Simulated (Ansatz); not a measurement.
Pair of molecules: NH3 (SMILES N) (first 4 atoms) with CHN (SMILES C#N); geometry from B3LYP-D3(BJ)/def2-TZVP, rigid monomers moved along the line of their centres of mass till N1···H7 is 2.38 Å.
(charge 0, multiplicity 1):
```xyz
7

N     -0.31428     0.02624     0.01269
H     -1.18800     0.43655    -0.29924
H      0.43631     0.58911    -0.37308
H     -0.24709    -0.89373    -0.40943
C     -0.14050    -0.13154     3.47409
N     -0.08443    -0.18239     4.61927
H     -0.19395    -0.08319     2.39012
```

Counterpoise-corrected where a basis set is named; no monomer relaxation.

Correlated levels freeze the cores. CBS: X⁻³ extrapolation of the correlation energy, Hartree–Fock from the larger set.

Programs: Ansatz (Gaussian orbitals). Each number belongs to the level named beside it.

Question: What is the computed interaction energy (wB97M-V/def2-TZVPPD)?

Answer: -268 meV

Question: Estimate the interaction energy that B3LYP/def2-TZVPPD returns for this input.

Answer: -245 meV

Question: Give the interaction energy at the level CCSD(T)/CBS(aug-cc-pVDZ, aug-cc-pVTZ).

Answer: -262 meV

Ansatz is an electronic-structure program.
